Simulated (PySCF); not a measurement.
# Calculated properties of `C=C1C=CC=C1C`

C7H8.
Z-matrix (Å and degrees, GFN2-xTB geometry), rows numbered from 1:
```
C 
C   1  1.3331
C   2  1.4630  1  126.76
C   3  1.3426  2  108.13  1   179.99
C   4  1.4563  3  109.08  2    -0.00
C   5  1.3458  4  109.50  3    -0.00
C   6  1.4873  2  124.17  1     0.00
H   1  1.0776  2  121.39  3     0.03
H   1  1.0774  2  122.02  3  -179.99
H   3  1.0738  2  123.77  1     0.04
H   4  1.0755  3  127.20  2   179.91
H   5  1.0755  4  123.84  3  -179.90
H   7  1.0874  6  110.30  2   180.00
H   7  1.0903  6  110.63  2    59.66
H   7  1.0902  6  110.57  2   -59.81
```

GFN2-xTB geometry:

| Item | Value |
| --- | --- |
| Point group of the GFN2-xTB geometry | Cs |
| Rotational constants A, B, C of the GFN2-xTB geometry | 3.924, 3.240, 1.794 GHz |

**wB97X-D/def2-SVPD ground state and vertical TDDFT (core frozen in the response) (PySCF)**

| Quantity | Value |
| --- | --- |
| Dipole moment | 0.78 D |
| HOMO energy | -7.90 eV |
| LUMO energy | -0.11 eV |
| HOMO–LUMO gap | 7.79 eV |
| Lowest singlet excitation | 3.33 eV (372 nm, f = 0.017) |
| Strongest line among the 8 lowest singlet transitions | S2 at 5.49 eV (226 nm, f = 0.387) |
| Lowest triplet excitation (Tamm–Dancoff) | 2.25 eV |
| Static isotropic polarisability | 82.2 au |
| Electronic spatial extent ⟨r²⟩ about the centre of nuclear charge | 703 bohr² |

Monoisotopic mass from the formula: 92.0626 u.

In atomic units the dipole is 0.31 e·bohr (1 au = 2.5417 D). The principal polarisabilities are 52.3, 84.6 and 109.5 au; their mean is the isotropic value. The largest Löwdin shares of the HOMO are 0.25 on C3, 0.23 on C6, 0.17 on C5 and 0.16 on C4. The rotational constants make it an asymmetric top with κ = (2B − A − C)/(A − C) = 0.36, nearer the oblate limit (+1). The vertical singlet–triplet gap S1 − T1 is 1.08 eV (TDDFT singlet less Tamm–Dancoff triplet; S1: HOMO→LUMO, weight 0.99; T1: HOMO→LUMO, weight 0.95). S1 lies 4.46 eV below the HOMO–LUMO gap; its leading configuration is HOMO→LUMO, weight 0.99.

Isolated species at its GFN2-xTB geometry, gas phase.
